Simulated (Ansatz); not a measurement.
`C[N](C)[GeH3]` + `O[SiH](F)S[SiH2]Cl` → `CO[SiH](F)S[SiH2]Cl` + `C[NH][GeH3]`  (substitution at a C–N bond)

Program: Ansatz. Geometries: PBE0-D4/def2-TZVP. ΔE: electronic, gas phase. CCSD(T)/CBS adds triple-zeta CCSD(T) − MP2 to the extrapolated MP2 energy (def2 sets, frozen cores). For Ge outer-core shells are correlated without core-valence functions, which leaves a few kJ/mol of doubt a bond. Scalar relativity is left out up to krypton. One conformer a species, not always the lowest.

```tsv
species	HF/def2-TZVPP energy (Eh)
`C[N](C)[GeH3]`	-2210.82504
`O[SiH](F)S[SiH2]Cl`	-1611.90001
`CO[SiH](F)S[SiH2]Cl`	-1650.93121
`C[NH][GeH3]`	-2171.78772
```

(1) Work out ΔE.

Largest T1 diagnostic among the species: 0.011.

## Answers

(1) ΔE = (-1650.93121) + (-2171.78772) − (-2210.82504) − (-1611.90001) = 0.00612 Eh = +16.1 kJ/mol. CCSD(T)/CBS gives +30.7 kJ/mol.

In def2-TZVPP, CCSD(T) changes the Hartree–Fock value by +14.2 kJ/mol (the triples alone add +1.7 kJ/mol) and MP2 by +19.4 kJ/mol. The D4 term adds +3.9 kJ/mol with B3LYP and +1.8 kJ/mol with PBE0; it sums over pairs of atoms, weighted by their polarisabilities, and B3LYP, whose exchange is more repulsive, gets the larger term.

B3LYP here is the variant with VWN-RPA as its local correlation; programs differ in this.
